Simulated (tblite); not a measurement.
Species: CH7FSi2.
SMILES with atom numbers: `[CH3:1][SiH2:2][SiH2:3][F:4]` (hydrogens: H5, H6, H7 on C1; H8, H9 on Si2; H10, H11 on Si3)

Structure optimised with GFN2-xTB, isolated species.

Q: List the bond lengths, angles and torsions at this level.

A: 
| bond | length (Å) | order |
| --- | --- | --- |
| C1–Si2 | 1.900 | single |
| Si2–Si3 | 2.307 | single |
| Si3–F4 | 1.617 | single |
| C1–H5, C1–H6, C1–H7 | 1.086 | single |
| Si2–H8, Si2–H9 | 1.472 | single |
| Si3–H10, Si3–H11 | 1.462 | single |

Bonds in one row agree within 0.01 Å and their mean is given. Orders are formal, as drawn. A selection of angles:
| angle | degrees |
| --- | --- |
| Si2–C1–H5 | 111.6 |
| H5–C1–H6 | 107.5 |
| C1–Si2–Si3 | 109.7 |
| C1–Si2–H8 | 107.8 |
| Si3–Si2–H8 | 113.4 |
| Si3–Si2–H9 | 112.2 |
| H8–Si2–H9 | 105.8 |
| Si2–Si3–F4 | 107.4 |
| Si2–Si3–H10 | 117.5 |
| F4–Si3–H10 | 102.3 |
| H10–Si3–H11 | 108.3 |

Dihedral angles: C1–Si2–Si3–F4 159° (antiperiplanar). The mirror-image conformer, all signs reversed, is as good.

Si3 (fluorine-bound silicon) is distorted tetrahedral (angles from 102.3° to 117.5°). Si2 (SiH2 silicon) is distorted tetrahedral (angles from 105.8° to 113.4°).

Point group: C1 (no symmetry element, even within 0.4 Å). Its GFN2-xTB frequencies are all real (lowest 21 cm⁻¹). The numbers are those of one conformer. 2 starts were optimised and ended at 0.00 and 0.54 kcal/mol (GFN2-xTB); the lowest of these is shown.

All values are computed, not measured.
